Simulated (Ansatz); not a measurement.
Reaction (ligand exchange at the Si–C bond): `C[SiH2][AlH][F]` + HCl → `[F][AlH][SiH2]Cl` + CH₄

Program: Ansatz. Geometries: PBE0-D4/def2-TZVP. ΔE: electronic, gas phase. CBS: MP2 limit from def2 TZ/QZ plus the TZ coupled-cluster correction, frozen cores. This one scheme is used for every species. DFT in def2-TZVPP. HSE06 is defined as in plane-wave codes. One conformer a species, not always the lowest.

`C[SiH2][AlH][F]`:

```xyz
10

C    -0.495   -1.249    0.933
Si   -0.460   -0.173   -0.612
Al    1.112    1.702   -0.442
F     1.185    2.749   -1.722
H    -1.202   -2.073    0.813
H    -0.795   -0.669    1.807
H     0.491   -1.675    1.135
H    -1.828    0.361   -0.882
H    -0.094   -1.008   -1.795
H     2.086    2.036    0.764
```

HCl:

Cartesian coordinates in Å:
```
Cl -0.121 -0.627 0.030
H 0.121 0.627 -0.030
```

`[F][AlH][SiH2]Cl`:

Z-matrix (Å, degrees):
```
Si
Al 1 2.455
Cl 1 2.073 2 107.8
H 1 1.487 2 113.3 3 -118.6
H 1 1.488 2 113.3 3 118.6
F 2 1.652 1 116.0 3 -179.6
H 2 1.578 1 126.4 3 0.3
```

CH₄:

```xyz
5

C     0.000    0.000    0.000
H    -0.340    0.029   -1.035
H    -0.580    0.707    0.593
H     1.055    0.270    0.043
H    -0.135   -1.005    0.399
```

Problem. Is it downhill or uphill in electronic energy at CCSD(T)/CBS, and by how much? (An estimate is asked.)

Solution. Ansatz gave: Downhill: ΔE = -1.05 eV.

Problem. What do these levels give: LDA (SPW92), revPBE-D4, HSE06-D4, ωB97M-V, PBE, revPBE, r2SCANh, r2SCAN0, CAM-B3LYP, MP2/def2-SVP, HF/def2-QZVPP, CCSD/CBS(def2)? (An estimate is asked.)

Solution. Ansatz gave: LDA (SPW92) -0.95, revPBE-D4 -1.01, HSE06-D4 -1.04, ωB97M-V -1.06, PBE -1.02, revPBE -1.04, r2SCANh -1.07, r2SCAN0 -1.08, CAM-B3LYP -1.07, MP2/def2-SVP -1.00, HF/def2-QZVPP -1.17, CCSD/CBS(def2) -1.06 eV.

Largest T1 diagnostic among the species: 0.012.

Leaving LDA and LC-ωPBE aside and taking each functional with its dispersion term where it has one, the values, not all of them listed here, spread over 0.11 eV, from BHLYP-D4 to revPBE-D4. LDA lies +0.07 eV from PBE without D4. In def2-TZVPP, CCSD(T) changes the Hartree–Fock value by +0.17 eV (the triples alone add +0.01 eV) and MP2 by +0.11 eV.
